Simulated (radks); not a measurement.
All-electron atom: the lutetium ion Lu25+ in [Ar] 3d10 4s2 4p5 4d10 5p1 (not the ground configuration). Calculated with a radial shooting solver on a logarithmic mesh with Libxc functionals: scalar-relativistic Kohn-Sham, exchange-only LDA, spin-polarised, spherical densities, finite nucleus; open shells are filled with parallel spins first (spin-orbit coupling, left out, can overturn this in heavy ions); Fermi nuclear charge, rms radius 5.37 fm.

Radial electron density D(r) = 4 pi r^2 rho(r):

r (bohr)  D(r) (e/bohr)  spin D(r)
0.00229           21.95   0.000240
0.002982          31.23   0.000735
0.003883          43.13    0.00199
0.005016          56.86    0.00490
0.006531          72.03     0.0118
0.008505          85.74     0.0274
0.01107           94.61     0.0605
0.01431           95.98      0.123
0.01863           90.76      0.237
0.02426           85.48      0.408
0.03158           90.37      0.602
0.0408            108.2      0.699
0.05312           127.1      0.544
0.06917           126.0      0.152
0.09007           107.3     0.0231
0.1164            101.9      0.670
0.1515            114.9       1.42
0.1973            102.9      0.742
0.2548            62.25     0.0359
0.3318            45.91       1.91
0.4321            51.73       3.43
0.5626            34.84       2.11
0.7268            12.25       1.78
0.9464            3.035       1.75
1.232            0.6356      0.585
1.605           0.05112     0.0506
2.073          0.001019    0.00102

D(r) has 4 maxima, at r = 0.0132, 0.0599, 0.162, 0.422 bohr, and minima at 0.0252, 0.108, 0.321 bohr, inside which lie 1.91, 11.21, 29.09 electrons.
